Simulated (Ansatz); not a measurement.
The same ligand exchange along the group B, Al, Ga, In.

Gas-phase electronic energies from Ansatz, PBE0-D4/def2-TZVP geometries. CCSD(T)/CBS is the MP2 limit (def2-TZVPP, def2-QZVPP) plus CCSD(T) − MP2 in def2-TZVPP, frozen cores. This one scheme is used for every species. DFT in def2-TZVPP. Elements past krypton have def2 core potentials. For Ga, In outer-core shells are correlated without core-valence functions, which leaves a few kJ/mol of doubt a bond. Scalar relativity is left out up to krypton. Each species was taken in one conformer, which may not be the lowest.

| reaction | CCSD(T)/CBS(def2) (kJ/mol) |
| --- | --- |
| `CB(N)N` + HCl → `NB(N)Cl` + CH₄ | -93 |
| `[CH3][Al]([NH2])[NH2]` + HCl → `[NH2][Al]([NH2])[Cl]` + CH₄ | ? |
| `[CH3][Ga]([NH2])[NH2]` + HCl → `[NH2][Ga]([NH2])[Cl]` + CH₄ | -132 |
| `[CH3][In]([NH2])[NH2]` + HCl → `[NH2][In]([NH2])[Cl]` + CH₄ | -143 |

Fill in the missing values. (An estimate is asked.)

The calculation gave: `[CH3][Al]([NH2])[NH2]` + HCl → `[NH2][Al]([NH2])[Cl]` + CH₄: -173.2 kJ/mol.

Largest T1 diagnostic: 0.014, for `[NH2][In]([NH2])[Cl]`.
